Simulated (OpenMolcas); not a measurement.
Computed levels of 4s² 4p³ in ions with 33 electrons, in cm-1 above ⁴S°_3/2.

```json
{"Program": "OpenMolcas 26.06", "Method": "SS-RASPT2, IPEA 0.25 Eh, imaginary shift 0.1 Eh", "Basis": "ANO-R2", "Scalar Hamiltonian": "X2C, finite nucleus", "Spin-orbit coupling": "RASSI with atomic mean-field integrals over the reference wave functions, term energies averaged over their components"}
```

Active space for each ion: 5 electrons in 9 orbitals (RAS2 4s 4p; RAS3 4d, at most 2 electrons); closed shells correlated by CASPT2: 3d.

| Level | Se+ | Kr3+ |
| --- | --- | --- |
| ²D°_3/2 | 13980 | 17740 |
| ²D°_5/2 | 14450 | 19050 |
| ²P°_1/2 | 24160 | 32040 |
| ²P°_3/2 | 24740 | 33800 |

Q: Estimate ²D°_3/2, ²D°_5/2 for Br2+ from its neighbours Se+ and Kr3+.

A: ²D°_3/2 is another term, which grows about linearly with the charge: (13980 + 17740) / 2 = 15860. The calculation gives 16040, so the estimate is off by -1.1 %.
²D°_5/2 is another term, which grows about linearly with the charge: (14450 + 19050) / 2 = 16750. The calculation gives 16850, so the estimate is off by -0.6 %.

The run also gave levels led by 4s² 4p² 4d, which use shells meant for correlation; these and all levels above them are left out. Only configurations of the active space appear.

° marks odd parity.
